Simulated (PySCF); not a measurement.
**Working out the ionisation energy of Sb⁺**

Sb⁺ [Kr] 4d10 5s2 5p2 (3P) → Sb²⁺ [Kr] 4d10 5s2 5p1 (2P). All numbers are calculated (PySCF 2.14, scalar relativity through the core potential, in def2-TZVP with the def2 core potential (28 electrons)). Frozen: 4s2 4p6 4d10. Energies in hartree (1 hartree = 27.21139 eV):

```json
{"part": "UHF", "Sb⁺ (lower)": "-238.961828", "Sb²⁺ (upper)": "-238.373519"}
{"part": "CCSD correlation", "Sb⁺ (lower)": "-0.058758", "Sb²⁺ (upper)": "-0.046098"}
{"part": "(T)", "Sb⁺ (lower)": "-0.001384", "Sb²⁺ (upper)": "-0.000597"}
```

Task: What does Hartree-Fock give?

Result: (-238.373519) − (-238.961828) = 0.588309 hartree = 16.009 eV.

Task: What do CCSD and CCSD(T) give?

Result: The CCSD correlation energies differ by 0.012660 hartree = 0.344 eV and the triples by 0.000787 hartree = 0.021 eV, so CCSD gives 16.353 eV and CCSD(T) 16.374 eV.

Reference: 16.626 ± 0.025 eV (measured; NIST Atomic Spectra Database, ionization energies), between the lowest levels; spin-orbit coupling is absent from the calculation.

What remains against the reference includes basis incompleteness, the frozen core and higher excitations.
